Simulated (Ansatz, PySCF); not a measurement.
Molecule: C5H11O (charge 0, doublet). SMILES: [CH2][C@H](O)CCC
Coordinates optimised at B3LYP-D3(BJ)/def2-TZVP (Ansatz, a first-principles code):
```xyz
17

C     -2.6721    -0.6243    -0.3515
C     -1.4561     0.0546     0.2723
C     -0.1870    -0.1534    -0.5516
C      1.0518     0.5132     0.0592
C      2.2558     0.3732    -0.7955
O      1.2539    -0.0978     1.3422
H     -2.5196    -1.7031    -0.4338
H     -3.5695    -0.4610     0.2481
H     -2.8686    -0.2414    -1.3563
H     -1.2916    -0.3264     1.2813
H     -1.6453     1.1286     0.3728
H     -0.3294     0.2458    -1.5600
H      0.0225    -1.2221    -0.6574
H      0.8251     1.5811     0.1956
H      2.5144     1.1286    -1.5246
H      2.7944    -0.5658    -0.8024
H      2.0817     0.2385     1.7025
```
Charge 0, spin multiplicity 2.

Unscaled harmonic wavenumbers (cm⁻¹) in rising order, each level at the stationary point that it reaches from this structure (no distance between atoms moves by over 0.3 Å); the order of modes can differ between levels, and a negative number is imaginary. B3LYP-D3(BJ)/def2-TZVP (PySCF, at the structure above): 86, 114, 172, 180, 247, 318, 328, 362, 480, 489, 578, 751, 842, 874, 910, 995, 1028, 1052, 1077, 1135, 1155, 1244, 1294, 1298, 1332, 1366, 1375, 1394, 1415, 1453, 1475, 1496, 1500, 1511, 2952, 3015, 3022, 3026, 3056, 3069, 3088, 3093, 3140, 3248, 3796.

HF/3-21G (Ansatz): 97, 131, 193, 220, 260, 347, 355, 388, 482, 511, 586, 819, 900, 955, 957, 1042, 1080, 1129, 1137, 1228, 1248, 1353, 1422, 1434, 1468, 1498, 1518, 1521, 1574, 1574, 1640, 1666, 1673, 1676, 3177, 3189, 3195, 3208, 3240, 3248, 3254, 3291, 3295, 3407, 3867. Zero-point energy 100.7 against 94.1 kcal/mol; where all levels lie over 400 cm⁻¹, the wavenumbers are on average 1.073 times those of B3LYP-D3(BJ)/def2-TZVP.

B3LYP/6-31G* (Ansatz): 88, 116, 175, 197, 250, 323, 343, 360, 478, 485, 564, 754, 849, 877, 913, 999, 1039, 1058, 1082, 1142, 1164, 1256, 1302, 1314, 1344, 1380, 1398, 1415, 1440, 1475, 1504, 1524, 1530, 1539, 2955, 3029, 3037, 3041, 3075, 3090, 3109, 3113, 3161, 3266, 3737. Zero-point energy 94.8 against 94.1 kcal/mol; where all levels lie over 400 cm⁻¹, the wavenumbers are on average 1.007 times those of B3LYP-D3(BJ)/def2-TZVP.
